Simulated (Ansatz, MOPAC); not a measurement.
Complex: HI (SMILES I) (first 2 atoms) with H4OSi (SMILES O[SiH3]); geometry from B3LYP-D3(BJ)/def2-TZVP, rigid monomers moved along the line of their centres of mass till H2···O3 is 3.62 Å.
(charge 0, multiplicity 1):
```xyz
8

I     -0.423    -1.170    -0.633
H     -0.576    -0.960     0.973
O     -0.540    -0.012     4.464
Si     0.312     1.245     5.140
H     -1.138    -0.524     5.015
H     -0.604     2.263     5.706
H      1.100     1.815     4.032
H      1.205     0.760     6.219
```

Counterpoise-corrected where a basis set is named; no monomer relaxation.

Cores are frozen in the correlated methods. Filled d and f shells under p-block atoms count as core. CBS: X⁻³ extrapolation of the correlation energy, Hartree–Fock from the larger set. The state reached by PM7 isn't checked; PM7 holds dispersion and hydrogen-bond terms.

Codes used: Ansatz (Gaussian basis) for Hartree–Fock, density functionals and correlated methods; MOPAC for PM7 (differences of heats of formation). Each number belongs to the level named beside it. In def2 rows elements past Kr take small-core potentials, without spin–orbit coupling.

Estimate the interaction energy that PM7 returns for this input.

-1.9 kcal/mol

Ansatz is a quantum-chemistry and plane-wave program.
